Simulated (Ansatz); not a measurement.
Input and output for `C1=[CH][SnH2][O]1`.

```yaml
crystal:
  periodic: [false, false, false]
  atoms:
    - {symbol: C, position_ang: [-0.664845, 0.920601, -0.481575]}
    - {symbol: C, position_ang: [0.270111, 0.949786, 0.486191]}
    - {symbol: Sn, position_ang: [0.489250, -1.116886, 0.220291]}
    - {symbol: O, position_ang: [-0.928022, -0.275003, -1.036147]}
    - {symbol: H, position_ang: [-1.237300, 1.764026, -0.869482]}
    - {symbol: H, position_ang: [0.635562, 1.784933, 1.060275]}
    - {symbol: H, position_ang: [1.757153, -1.812568, -0.684320]}
    - {symbol: H, position_ang: [-0.229910, -2.272090, 1.248967]}
basis:
  gaussian: {orbitals: def2-TZVP}
hamiltonian: {xc: {name: PBEsol}, dispersion: d3bjatm}
accuracy: high
scf: {lower_state_search: full}
```

```sh
$ ansatz run in.yaml --threads 2 --pin off --events-out ev --progress --plain --max-ram 4352MiB
```

Shortened log:

```
Functional definition: PBEsol
3185 factors; integrals over basis functions are off by at most 3.6e-9 eV
mean field evaluation 1: about -9977.6039 eV, gradient 7.5e1 eV
mean field evaluation 2: about -9977.5899 eV, gradient 7.5e1 eV
mean field evaluation 4: about -9984.9329 eV, gradient 4.7e1 eV
mean field evaluation 8: about -9990.3258 eV, gradient 1.9e0 eV
mean field evaluation 16: about -9990.3336 eV, gradient 8.4e-4 eV
mean field -9990.33360200 eV, -367.1379881822 hartree, gradient 8.8e-8 eV, S^2 0.000000; 0 other end points of the search recorded, 0 dependent functions left out
reference -9990.33360647 eV, -367.1379883464 hartree; 23, 23 occupied and 144, 144 virtual orbitals, 3185 factors
Total energy: -9990.39604561 eV, -367.1402829426 hartree
```

It took 9 s on 2 threads of an Arm Neoverse V2 on a shared host, with 0.73 GiB of host memory at the peak.
